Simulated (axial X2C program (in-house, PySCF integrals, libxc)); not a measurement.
**Curves of Ca₂⁺ by EOM-EA-CCSD**

Computed with an axial X2C code built on PySCF integrals: two-component X2C with atomic mean-field Coulomb and Gaunt terms, Gaussian nuclei, basis Ca dyall-acv3z with contracted cores.

Energies in eV from the lowest point of the lowest state; states are followed by energy order within each Ω, g and u pooled. Reference: Ca₂²⁺, 18 electrons correlated in 84 virtual spinors with an MP2 remainder; levels at this size can be off by some tenths of an eV. Masses 39.963 and 39.963 u.

```json
{"R (Å)": "3.546", "(1)Ω=1/2": "0.0511", "(2)Ω=1/2": "1.2370", "(1)Ω=3/2": "1.2415", "(3)Ω=1/2": "1.6289", "(5)Ω=1/2": "2.6125"}
{"R (Å)": "3.700", "(1)Ω=1/2": "0.0050", "(2)Ω=1/2": "1.3564", "(1)Ω=3/2": "1.3605", "(3)Ω=1/2": "1.5846", "(5)Ω=1/2": "2.5953"}
{"R (Å)": "3.854", "(1)Ω=1/2": "0.0000", "(2)Ω=1/2": "1.4997", "(1)Ω=3/2": "1.5035", "(3)Ω=1/2": "1.5764", "(5)Ω=1/2": "2.6152"}
{"R (Å)": "4.027", "(1)Ω=1/2": "0.0297", "(2)Ω=1/2": "1.5956", "(1)Ω=3/2": "1.6793", "(3)Ω=1/2": "1.6758", "(5)Ω=1/2": "2.7043"}
{"R (Å)": "4.201", "(1)Ω=1/2": "0.0851", "(2)Ω=1/2": "1.6323", "(1)Ω=3/2": "1.8597", "(3)Ω=1/2": "1.8565", "(5)Ω=1/2": "2.8358"}
{"R (Å)": "4.432", "(1)Ω=1/2": "0.1946", "(2)Ω=1/2": "1.6989", "(1)Ω=3/2": "2.0957", "(3)Ω=1/2": "2.0858", "(5)Ω=1/2": "2.8300"}
```

No minimum in range: (2)Ω=1/2, (1)Ω=3/2; the order of states may turn beyond it. T1 of the reference reaches 0.012 (Lee–Taylor). Curves followed by order can swap character. Number of frozen shells: Ca 2 s, 1 p. Roots with under 60 % one-particle weight at any point are counted in the labels but not shown, and the list ends where the roots sought for some Ω run out; states that need a further excitation are missing and may lie low or lowest. Curves with a minimum but no constants failed the fit check.
